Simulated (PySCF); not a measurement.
A structure optimised at PBE-D3(BJ)/def2-SVP, used in a PySCF frequency run:

```xyz
4

Bi     0.0000     0.0000     0.8432
I      2.2008     1.2706    -0.4402
I     -2.2008     1.2706    -0.4402
I      0.0000    -2.5413    -0.4402
```
Charge 0, spin multiplicity 1.

Problem. Write its SMILES, formula and point group.

Solution. [I][Bi]([I])[I], BiI3, C3v

Problem. What are its rotational constants (standard atomic weights)?

Solution. 0.34816, 0.34816, 0.20555 GHz
